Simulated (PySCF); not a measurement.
System: C2H10Si2 (charge 0, singlet). SMILES: [SiH3]CC[SiH3]
Coordinates optimised at B3LYP-D3(BJ)/def2-TZVP (Ansatz):
```xyz
14

Si     2.1730    -0.4399    -0.6001
C      0.3460     0.0043    -0.6891
C     -0.3460    -0.0043     0.6891
Si    -2.1730     0.4399     0.6001
H      2.8857     0.5271     0.2714
H      2.7985    -0.4196    -1.9456
H      2.3350    -1.7960    -0.0196
H      0.2507     0.9895    -1.1562
H     -0.1491    -0.6974    -1.3675
H     -0.2507    -0.9895     1.1562
H      0.1491     0.6974     1.3675
H     -2.3350     1.7960     0.0196
H     -2.7985     0.4196     1.9456
H     -2.8857    -0.5271    -0.2714
```
Charge 0, spin multiplicity 1.

Dispersion corrections to the total energy (kcal/mol) from the dftd3 and dftd4 libraries through PySCF: D3(BJ) without and D4 with the three-body term, each with the damping fitted for the functional named.

```csv
functional,D3(BJ),D4
PW6B95,-3.77,-5.73
B2GP-PLYP,-4.82,[?]
HF,[?],-23.45
HSE06,[?],-5.29
CAM-B3LYP,-5.77,-5.76
LC-wPBE,-6.85,-7.45
BP86,-11.58,-9.03
```

Problem. Some entries are withheld; supply them.

Solution. 
- B2GP-PLYP, D4: -2.86
- HF, D3(BJ): -52.34
- HSE06, D3(BJ): -4.88
